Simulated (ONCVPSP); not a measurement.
**Potentials for Co compared**

Generated with ld1.x 7.5 (TM, RRKJ, ultrasoft, PAW), atompaw 4.2 or ONCVPSP 4.0.1. The cutoff is in Ry: for ld1.x and atompaw files where the sum of valence levels is converged to 10 mRy in a Bessel basis, for ONCV files where the hardest occupied wave has 1 mHa per electron of residual kinetic energy. The error is the largest all-electron minus pseudo excitation energy over each file’s own four to seven test configurations (ionisations up to +4, promotions, holes and added fractions of an electron), all of which were solved. The labels leave out finer settings (local radius, basis sizes, second energies), which also bear on the numbers. Spin-polarised tests are not counted. The rows are a selection from randomly drawn settings: files with unsolved tests, undetermined cutoffs or missed reference levels are left out.

```csv
potential,cutoff (Ry),largest error (meV),bound ghosts
"ONCV, BLYP, scalar-relativistic, rc 0.80/0.85/0.90 (spd), local smoothed, core correction yes, reference 3s2 3p6 3d7, qcut 9.3/8.2/16.7, projectors 2/2/2",280,+2.9,none
"ONCV, BLYP, scalar-relativistic, rc 1.50/1.65/0.80 (spd), local smoothed, core correction yes, reference 3s2 3p6 3d7 4s1 4p1, qcut 8/8.4/11.6, projectors 2/2/2",658,+81,none
"ONCV, PBEsol, scalar-relativistic, rc 1.30/1.00/1.45 (spd), local smoothed, core correction yes, reference 3s2 3p6 3d7 4s1, qcut 11.5/12/11, projectors 2/1/1",95,+20,none
"ONCV, PBE, scalar-relativistic, rc 1.45/1.30/1.35 (spd), local smoothed, core correction yes, reference 3s2 3p6 3d7 4s2, qcut 9.3/11.7/10.7, projectors 3/2/2",103,+4.4,none
"ONCV, PBEsol, scalar-relativistic, rc 1.00/0.80/1.65 (spd), local smoothed, core correction yes, reference 3s2 3p6 3d7 4s2, qcut 11.4/10/8.5, projectors 2/1/2",241,+56,none
```

(1) Fill in the row for Co: ONCV, PBE, scalar-relativistic, rc 1.35/1.70/0.95 (spd), local d, core correction yes, reference 3s2 3p6 3d7 4s1 4p1, qcut 10.6/9.4/13.8, projectors 2/2/0.

(2) Fill in the row for Co: ONCV, PBE, fully relativistic, rc 1.25/1.30/1.25 (spd), local smoothed, core correction yes, reference 3s2 3p6 3d7.5 4s1.5, qcut 11.7/12.4/12.8, projectors 2/2/1.

(3) Fill in the row for Co: ONCV, LDA (Perdew-Wang 92), scalar-relativistic, rc 2.45/2.25/1.70 (spd), local smoothed, core correction yes, reference 3d7 4s2, qcut 3/3.9/11.2, projectors 1/2/3.

Answers

(1) cutoff 171 Ry, largest error -1.2 meV, bound ghosts: none.

(2) cutoff 125 Ry, largest error +13 meV, bound ghosts: none.

(3) cutoff 84 Ry, largest error -149 meV, bound ghosts: none.
